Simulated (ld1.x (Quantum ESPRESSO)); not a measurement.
# Varying the PAW potential for iron

Base potential:

ld1.x (Quantum ESPRESSO) 7.5 input, shortened:

```
&input
   title='Fe', zed=26., rel=2, dft='PBE', iswitch=3,
   config='[Ar] 3d5 4s0 4p0 4f-2', rel_dist='average'
 /
 &inputp
   pseudotype=3, lpaw=.true., tm=.true., lloc=3,
   nlcc=.false.,
   which_augfun='BESSEL', rmatch_augfun=0.90
 /
7
3S  1  0   2.00   0.00  1.40  1.55  0.0
4S  2  0   0.00   0.00  1.40  1.55  0.0
3P  2  1   6.00   0.00  1.20  1.70  0.0
4P  3  1   0.00   0.00  1.20  1.70  0.0
3D  3  2   5.00   0.00  1.45  1.60  0.0
3D  3  2   0.00  -2.70  1.45  1.60  0.0
4F  4  3  -2.00   0.50  1.30  1.30  0.0
 &test
   configts(1)='3s2 3p6 3d5 4s0 4p0'
 /
```

Open shells are filled in proportion to 2j + 1 (rel_dist='average').

All-electron outer shells of the reference configuration (PBE, scalar-relativistic, ld1.x):

```
shell  level (eV)  outermost node (bohr)  outermost maximum (bohr)
   2p     -736.64                      –                      0.18
   3s     -131.17                   0.33                      0.70
   3p      -96.96                   0.30                      0.71
   3d      -43.22                      –                      0.70
   4s      -31.30                   0.98                      2.02
   4p      -24.13                   1.05                      2.29
```

Cutoffs, loose and tight: the cutoffs (Ry, on a coarse ladder) from which the occupation-weighted sum of valence levels, in a spherical-Bessel basis at the reference potential, stays within 10 and 1 mRy of its value at 400 Ry. They do not see the model core or the augmentation charge, which bear on the density cutoff. Test errors are all-electron minus pseudo excitation energies from the reference, over the configurations 3s2 3p6 3d6 4s2 4p0; 3s2 3p6 3d6 4s1 4p0; 3s2 3p6 3d6 4s0 4p0; 3s2 3p6 3d4 4s0 4p0; 3s2 3p6 3d5 4s2 4p0; 3s2 3p6 3d7 4s0 4p0; 3s2 3p5 3d6 4s2 4p0. A dash means not determined; rows that change the core or the reference have their own tests. The largest error is taken over the tests solved by every variant that gives reliable tests at all: 3s2 3p6 3d5 4s2 4p0; 3s2 3p6 3d6 4s0 4p0; 3s2 3p6 3d6 4s1 4p0; 3s2 3p6 3d6 4s2 4p0.

Cutoffs are not given where the Bessel-basis levels miss the radial ones by over 6 mRy, ghosts where they miss by over 20 mRy; a channel whose overlap is not positive is not tested.

| change | outcome | bound ghosts | largest test error (meV) |
| --- | --- | --- | --- |
| base | generated | not determined | -6.2 |
| wave 3d channel at -2.7 Ry: rcut 1.45, rcutus 1.60 bohr becomes 3d channel at -3.03 Ry: rcut 1.45, rcutus 1.60 bohr | generated | not determined | -6.5 |
| wave 3d channel at -2.7 Ry: rcut 1.45, rcutus 1.60 bohr becomes 3d channel at -2.99 Ry: rcut 1.45, rcutus 1.60 bohr | generated | not determined | -6.5 |
| wave 3d channel at -2.7 Ry: rcut 1.45, rcutus 1.60 bohr becomes 3d channel at -2.86 Ry: rcut 1.45, rcutus 1.60 bohr | generated | not determined | -6.4 |
| wave 3d channel at -2.7 Ry: rcut 1.45, rcutus 1.60 bohr becomes 3d channel at -2.57 Ry: rcut 1.45, rcutus 1.60 bohr | generated | not determined | -6.0 |
| wave 3d channel at -2.7 Ry: rcut 1.45, rcutus 1.60 bohr becomes 3d channel at -2.26 Ry: rcut 1.45, rcutus 1.60 bohr | generated | not determined | -6.0 |
| wave 3d channel at -2.7 Ry: rcut 1.45, rcutus 1.60 bohr becomes 3d channel at -1.79 Ry: rcut 1.45, rcutus 1.60 bohr | generated | not determined | -7.9 |
| wave 3d channel at -2.7 Ry: rcut 1.45, rcutus 1.60 bohr becomes 3d channel at -0.9 Ry: rcut 1.45, rcutus 1.60 bohr | generated | not determined | +16 |
| wave 3d channel at -2.7 Ry: rcut 1.45, rcutus 1.60 bohr becomes 3d channel at 0.72 Ry: rcut 1.45, rcutus 1.60 bohr | generated | not determined | -1.4 |
| wave 3d channel at -2.7 Ry: rcut 1.45, rcutus 1.60 bohr becomes 3d channel at 2.6 Ry: rcut 1.45, rcutus 1.60 bohr | generated | not determined | +4.8 |
